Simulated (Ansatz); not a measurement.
Ideal-gas functions of CH$_{4}$BNOSi, SMILES `OB1C=N[SiH2]1` at 400 K and 1 bar, from an Ansatz frequency run at PBE0-D4/def2-TZVP.

Molar mass 84.95 g/mol, point group Cs (symmetry number 1), electronic degeneracy 1, moments of inertia 67.615, 148.468, 210.273 u Å². Harmonic wavenumbers (cm⁻¹, unscaled): 86, 294, 333, 515, 545, 601, 633, 665, 713, 796, 901, 944, 959, 1126, 1297, 1464, 1576, 2201, 2206, 3039, 3870.

Use S(trans) = R[1.5 ln M + 2.5 ln T − 1.1517]; rotational temperatures θ = 24.2544 K / I; S(rot) = R[ln(√π/σ · √(T³/θAθBθC)) + 1.5]; for each mode x = 1.438777 ν̃/T, S = R[x/(eˣ − 1) − ln(1 − e⁻ˣ)] and H = RT x/(eˣ − 1); 1 cm⁻¹ = 0.0119627 kJ/mol; R = 8.31446 J/(mol·K).

Question: By hand: the entropy, in J/(mol·K).

Answer: Translation 170.4. Rotation: θ = 0.3587, 0.1634, 0.1153 K, giving 112.7. Vibration, mode by mode: 18.10, 8.23, 7.29, 4.28, 3.93, 3.36, 3.06, 2.80, 2.44, 1.93, 1.43, 1.26, 1.21, 0.74, 0.45, 0.27, 0.19, 0.03, 0.03, 0.00, 0.00, in all 61.0. Electronic 0.0. Sum 344.1 J/(mol·K).

Question: By hand: H − E and G − E in kJ/mol, counted from the electronic energy.

Answer: Zero-point energy ½ × 24764 × 0.0119627 = 148.1; thermal vibration 14.3; translation, rotation and pV give 4 RT = 13.3. H − E = 175.7 kJ/mol, and G − E = 175.7 − 400 × 344.1/1000 = 38.1 kJ/mol.

Vibration gives 18 % of the entropy, 18.1 J/(mol·K) of it from the mode under 150 cm⁻¹: soft modes count most, and the harmonic formula is weakest for them. The sum counts one conformer and one mirror image; others add a mixing term.
